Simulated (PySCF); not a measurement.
Radial density of Li (lithium, neutral)

LC-wPBE, [He] 3d1, 2D determinant (an excited configuration). All numbers are calculated (PySCF 2.14, the non-relativistic Hamiltonian (point nucleus), in dyall-av3z).

```json
{"r (bohr)": "0.00731", "4πr²ρ (e/bohr)": "0.008919", "4πr²(ρα − ρβ)": "0.0000"}
{"r (bohr)": "0.0123", "4πr²ρ (e/bohr)": "0.02449", "4πr²(ρα − ρβ)": "0.0000"}
{"r (bohr)": "0.0207", "4πr²ρ (e/bohr)": "0.06586", "4πr²(ρα − ρβ)": "0.0000"}
{"r (bohr)": "0.0348", "4πr²ρ (e/bohr)": "0.1712", "4πr²(ρα − ρβ)": "0.0000"}
{"r (bohr)": "0.0585", "4πr²ρ (e/bohr)": "0.4199", "4πr²(ρα − ρβ)": "0.0000"}
{"r (bohr)": "0.0985", "4πr²ρ (e/bohr)": "0.9360", "4πr²(ρα − ρβ)": "0.0000"}
{"r (bohr)": "0.166", "4πr²ρ (e/bohr)": "1.782", "4πr²(ρα − ρβ)": "0.0000"}
{"r (bohr)": "0.279", "4πr²ρ (e/bohr)": "2.631", "4πr²(ρα − ρβ)": "0.0000"}
{"r (bohr)": "0.469", "4πr²ρ (e/bohr)": "2.602", "4πr²(ρα − ρβ)": "0.0000"}
{"r (bohr)": "0.788", "4πr²ρ (e/bohr)": "1.378", "4πr²(ρα − ρβ)": "0.0000"}
{"r (bohr)": "1.33", "4πr²ρ (e/bohr)": "0.2736", "4πr²(ρα − ρβ)": "0.0004"}
{"r (bohr)": "2.23", "4πr²ρ (e/bohr)": "0.02008", "4πr²(ρα − ρβ)": "0.0088"}
{"r (bohr)": "3.75", "4πr²ρ (e/bohr)": "0.1195", "4πr²(ρα − ρβ)": "0.1194"}
{"r (bohr)": "6.31", "4πr²ρ (e/bohr)": "0.2426", "4πr²(ρα − ρβ)": "0.2426"}
{"r (bohr)": "10.6", "4πr²ρ (e/bohr)": "0.001581", "4πr²(ρα − ρβ)": "0.0016"}
```

The outer electron is Rydberg-like, and this basis confines it to a smaller radius and binds it less than a complete one would.
